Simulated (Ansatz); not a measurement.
CH$_{3}$FZn (`F[CH2][ZnH]`). Total charge 0; spin multiplicity 1.

Cartesian coordinates in Å:
```
F -1.613 0.542 0.198
C -0.318 0.177 0.597
Zn 0.720 -0.355 -0.993
H -0.417 -0.632 1.329
H 0.117 1.035 1.120
H 1.511 -0.766 -2.251
```

Task: What are the harmonic wavenumbers in cm⁻¹ at PBE0-D4/def2-TZVP (Ansatz, finite differences of forces, unscaled)? (An estimate is asked.)

Result: Computed: 183, 415, 459, 569, 682, 1018, 1245, 1268, 1462, 1904, 3034, 3086.

Task: Is this a minimum?

Result: Yes, all 12 modes are real.

Task: Give the ideal-gas thermochemistry at 298.15 K and 1 bar (rigid rotor, harmonic oscillator; point group Cs, symmetry number 1).

Result: Zero-point energy 91.7 kJ/mol; H(298) − E = 105.5 kJ/mol; entropy 287.7 J/(mol·K), of which translation 166.2, rotation 100.6, vibration 20.8; G(298) − E = 19.8 kJ/mol.

Task: Rotational constants (cm⁻¹)?

Result: 1.219, 0.1236, 0.1146.
